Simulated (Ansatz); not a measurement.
Reaction (formal hydrolysis of the Al–B bond): `[AlH2][BH][Al]([Cl])[Br]` + H₂O → `[OH][Al]([Cl])[Br]` + `[BH2][AlH2]`

Gas-phase electronic energies from Ansatz, PBE0-D4/def2-TZVP geometries. CBS: MP2 limit from def2 TZ/QZ plus the TZ coupled-cluster correction, frozen cores. This one scheme is used for every species. Functionals use def2-TZVPP. For Br outer-core shells are correlated without core-valence functions, which leaves a few kJ/mol of doubt a bond. Scalar relativity is left out up to krypton. Each species was taken in one conformer, which may not be the lowest.

CCSD(T)/CBS gives -124.8 kJ/mol.

**Question.** Another level gave -127.6 kJ/mol. Which?
A. MP2/def2-TZVPP
B. revPBE/def2-TZVPP
C. HF/def2-TZVPP
D. r2SCAN/def2-TZVPP

**Answer.** D. r2SCAN -127.6, revPBE -109.7, MP2/def2-TZVPP -135.4, HF/def2-TZVPP -147.1 kJ/mol.

Largest T1 diagnostic among the species: 0.010.

From PBE to PBE0 (25 % exact exchange), in def2-TZVPP and without D4, ΔE moves by −5.6 kJ/mol. At CCSD(T), def2-SVP lies −3.1 kJ/mol from the extrapolated value and def2-TZVPP −2.7 kJ/mol. Leaving LDA and LC-ωPBE aside and taking each functional with its dispersion term where it has one, the values, not all of them listed here, spread over 28.2 kJ/mol, from CAM-B3LYP-D4 to PBE-D4.
